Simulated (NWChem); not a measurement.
A series in which one site is exchanged, each optimised at PBE0/def2-SVP with NWChem, gas phase unless a solvent is named. All stand in one matching conformer (torsions within 35°), which need not be the lowest. This build's default masses of Se (78.918 u) and Br (79.917 u) are each other's, which moves their modes by up to 0.6 %. Some are not confirmed as minima by frequencies. def2 effective core potentials on I; no spin-orbit coupling.

A: [SiH](Cl)(O)Cl (SiH₂OCl₂; site = H)
B: O[Si](Cl)(Cl)I (SiHOICl₂; site = I)
C: O[Si](Cl)(Cl)Br (SiHOBrCl$_{2}$; site = Br)
D: O[Si](Cl)(Cl)Cl (SiHOCl3; site = Cl)

Values for A:

```
Quantity                                             Value
---------------------------------------------------  -----
orbital gap (eV), PBE0/def2-SVP                       9.91
static polarisability, PBE0/def2-SVPD (bohr³)         56.1
lowest singlet excitation, PBE0/def2-SVPD, TDA (eV)   7.90
```

How do these values change for the other members?


| change from A | B | C | D |
|---|---|---|---|
| orbital gap (eV), PBE0/def2-SVP | -2.83 | -1.36 | -0.52 |
| static polarisability, PBE0/def2-SVPD (bohr³) | +33.0 | +19.2 | +11.2 |
| lowest singlet excitation, PBE0/def2-SVPD, TDA (eV) | -2.44 | -1.19 | -0.43 |
